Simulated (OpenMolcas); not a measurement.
A calculation on C.

```
Program             : OpenMolcas 26.06
Method              : XMS-RASPT2, IPEA 0.25 Eh, imaginary shift 0.1 Eh (closed shells correlated: 1s)
Basis               : ANO-RCC-VTZP [4s3p2d1f]
Scalar Hamiltonian  : DKH2, point nucleus
Active space        : 4 electrons in 9 orbitals (RAS2 2s 2p; RAS3 3d, at most 2 electrons)
State averaging     : 2S+1 = 3 even, 3 roots; 2S+1 = 1 even, 6 roots; 2S+1 = 5 odd, 1 root; 2S+1 = 3 odd, 8 roots
Spin-orbit coupling : RASSI with atomic mean-field integrals over the reference wave functions, term energies averaged over their components
```

(1) Which level of the active space comes out lowest?

(2) How high does 2s 2p3 3D* 2 lie?

(3) How high does 2s2 2p2 3P2 lie?

(4) How high does 2s 2p3 3D* 3 lie?

Measured values: NIST Handbook of Basic Atomic Spectroscopic Data.

## Answers

(1) 2s2 2p2 3P0, with 100 % of that term; it is also the measured ground level.

(2) 64030 cm-1 above the lowest level; measured 64091 cm-1 above the ground level, so the calculation is off by 0 %.

(3) 45.0 cm-1 above the lowest level; measured 43.4 cm-1 above the ground level, so the calculation is off by +4 %.

(4) 64030 cm-1 above the lowest level; measured 64087 cm-1 above the ground level, so the calculation is off by 0 %.

Term energies are means over components that CASPT2 splits; among the terms shown or strongly mixed into the levels shown the widest spread is 58 cm-1 (2s 2p3 3D*). Active for correlation alone: 3d; no level in the range computed is led by a configuration that fills it, so any true level of that kind is missing. Measured partners are found by configuration, term and J. A level has none where our copy of the source lacks it or the pairing is in doubt (some pairs that miss far off the trend of their configuration count as doubtful), and it then counts in no deviation. Only configurations of the active space appear.

* marks odd parity.
